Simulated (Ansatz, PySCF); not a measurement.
W(NH)(F)2(Cl)2 (Cl2F2HNW), SMILES [NH]=[W]([F])([F])([Cl])[Cl], multiplicity 1. Atoms are numbered in the order given.

```xyz
7

W     -0.0264    -0.1961     0.0000
N     -1.7053    -0.6547     0.0000
H     -2.6815    -0.9425     0.0000
F      0.5889    -1.9401     0.0000
F      1.8498     0.2167     0.0000
Cl    -0.1558     1.0083     1.9150
Cl    -0.1558     1.0083    -1.9150
```
Charge 0, spin multiplicity 1.

Geometry: PBE0-D3(BJ)/def2-SVP. The multiplicity is an assumed one; no other spin state was optimised. The structure was generated by enumeration; whether it is a known compound was not checked. The def2 effective core potentials stand for the cores of W; spin–orbit coupling is left out.

Two levels are set side by side: PBE-D3(BJ)/def2-SVP (Ansatz, a quantum-chemistry and plane-wave program) and PBE0-D3(BJ)/def2-SVP (Ansatz). Each level has its own optimised geometry; the coordinates shown are those of the second. Frequencies come from the Hessian of PySCF at each geometry. Differences are taken from unrounded values.

| quantity | PBE0-D3(BJ) | PBE-D3(BJ) | PBE-D3(BJ) minus PBE0-D3(BJ) |
|---|---|---|---|
| mean bond length (Å) | 1.843 | 1.860 | 0.016 |
| bond W1–N2 (Å) | 1.740 | 1.764 | 0.024 |
| bond W1–F4 (Å) | 1.849 | 1.868 | 0.018 |
| bond W1–F5 (Å) | 1.921 | 1.936 | 0.015 |
| bond W1–Cl6 (Å) | 2.266 | 2.282 | 0.016 |
| bond W1–Cl7 (Å) | 2.266 | 2.282 | 0.016 |
| bond N2–H3 (Å) | 1.018 | 1.026 | 0.009 |
| highest harmonic wavenumber (cm⁻¹) | 3641 | 3518 | -123 |
| mean harmonic wavenumber (cm⁻¹) | 650 | 621 | -29 |
| zero-point energy (kcal/mol) | 13.93 | 13.31 | -0.62 |

Exact exchange shortens and stiffens bonds; PBE has none. Differences between two approximate levels are no errors against the true value.
